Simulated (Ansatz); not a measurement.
The cluster ZnBr2. Total charge 0; singlet. Geometry PBE0-D4/def2-TZVP; atoms count from 1.

```xyz
3

Zn    1.666    1.311    1.303
Br   -1.650   -1.299   -1.291
Br   -0.016   -0.012   -0.012
```

The restricted singlet is unstable towards broken spin symmetry in Hartree–Fock (as tested in another run); at PBE0-D4/def2-TZVP this wasn't settled. In the singlet, Br2 and Br3 lie 2.44 Å apart (atoms count from 1), so these atoms are partly bonded to each other. Another isomer (singlet) lies 3.23 eV lower at PBE0-D4/def2-TZVP; other spin states weren't run for this one.

Question: Estimate the Mulliken populations from the PBE0/def2-TZVP orbitals of Ansatz.

Answer: 
| atom | charge (e) | d electrons |
| --- | --- | --- |
| Zn1 | 0.24 | 10.03 |
| Br2 | -0.20 | – |
| Br3 | -0.04 | – |
Mulliken values and Mayer orders depend strongly on the basis.

Question: And the Mayer bond orders between bonded heavy atoms (over 0.3)?

Answer: Zn1–Br3 0.71 (2.51 Å); Br2–Br3 0.73 (2.44 Å). Values over 0.3 also appear between atoms too far apart for a bond (Zn1–Br2 0.33 at 4.95 Å); they arise where an orbital or an unpaired electron spreads over both atoms.
